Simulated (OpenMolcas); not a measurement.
**4s² 4p along the 31-electron sequence**

```json
{"Program": "OpenMolcas 26.06", "Method": "MS-CASPT2, IPEA 0.25 Eh, imaginary shift 0.1 Eh", "Basis": "ANO-RCC-VTZP", "Scalar Hamiltonian": "DKH2, point nucleus", "Spin-orbit coupling": "state interaction with AMFI integrals over the reference wave functions, term energies averaged over their components"}
```

Active space for each ion: 3 electrons in 4 orbitals (4s 4p); closed shells correlated by CASPT2: 3d.

Computed levels in cm-1 above ²P°_1/2:

```
                                Level  Se3+  Br4+  Kr5+
                              ²P°_3/2  3920  5540  7370
weight of ²P° in the lowest level (%)   100   100   100
```

Measured, with the error of the calculation in %. Measured levels: Se3+, Br4+ from Moore, Atomic Energy Levels, vol. II, NSRDS-NBS 35 (1971 reprint of NBS Circular 467, 1952); Kr5+ from Saloman, J. Phys. Chem. Ref. Data 36, 215 (2007).

```json
{"Level": "²P°_3/2", "Se3+": "4376 (-10.5)", "Br4+": "6090 (-9.1)", "Kr5+": "8110 (-9.1)"}
```

The fine-structure level ²P°_3/2 changes by a factor of 1.88 from Se3+ to Kr5+. Its fourth root runs 7.91, 8.63, 9.27, with steps per unit of Z of 0.71, 0.64; equal steps would mean a (Z - σ)^4 law with constant σ.

Over all roots computed the reference weight is 0.90 to 0.99 in Se3+, 0.90 to 0.99 in Br4+, 0.91 to 0.99 in Kr5+; the roots of lowest weight are the least certain, and an intruder state may touch them. Measured partners are found by configuration, term and J. A level has none where our copy of the source lacks it or the pairing is in doubt (some pairs that miss far off the trend of their configuration count as doubtful), and it then counts in no deviation. Levels of configurations outside the active space are missing.

° marks odd parity.
